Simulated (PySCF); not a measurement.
CH5AlO2S, singlet, geometry from GFN2-xTB (such geometries of metal compounds can be far from the true shape). Base run: M062X/6-31G (PySCF).

PySCF was given this input:
```python
from pyscf import gto, scf, dft, solvent

mol = gto.M(
    atom='''
Al    0.167007    0.709818    0.472184
O     1.059395    2.071508    0.273205
H     1.615856    2.781194   -0.006966
O    -0.754910    0.272842    1.763554
H    -1.206508    0.234812    2.593208
S     0.212878   -0.712302   -1.208691
C    -0.867875   -2.088662   -0.662322
H    -1.264226   -1.888978    0.326784
H    -0.273742   -2.997100   -0.652946
H    -1.677144   -2.183553   -1.379554
''',
    basis='6-31g',
    charge=0,
    spin=0,
    verbose=4,
)

mf = dft.RKS(mol)
mf.xc = 'm062x'
mf.kernel()
```

Each row names what was changed in the base input (with any setting that the change needs).

| change | ΔE vs base (kcal/mol) | dipole (D) | HOMO-LUMO gap (eV) |
|---|---|---|---|
| base | 0.000 | 2.78 | 8.19 |
| model = SS(V)PE; solvent = water | -9.95 | 3.47 | 8.60 |
| model = IEF-PCM; solvent = water; lebedev_order = 41 | -10.01 | 3.48 | 8.60 |
| model = IEF-PCM; solvent = water; vdw_scale = 1.0 | -22.03 | 3.81 | 8.80 |
| model = IEF-PCM; solvent = acetonitrile | -9.73 | 3.46 | 8.59 |
| model = COSMO; solvent = water | -9.97 | 3.48 | 8.60 |
| model = IEF-PCM; solvent = 2-propanol | -9.35 | 3.44 | 8.57 |
| model = IEF-PCM; solvent = water; vdw_scale = 1.1 | -14.46 | 3.62 | 8.69 |
| model = IEF-PCM; solvent = dichloromethane | -8.46 | 3.37 | 8.54 |
| model = C-PCM; solvent = water | -10.04 | 3.48 | 8.60 |
| model = IEF-PCM; solvent = water; r_probe = 0.5 | -3.67 | 3.21 | 8.43 |
| model = ddCOSMO; solvent = water | -6.52 | 3.38 | 8.53 |

The base is the gas phase, so ΔE is the electrostatic part of solvation at a fixed geometry, without cavity and dispersion terms.
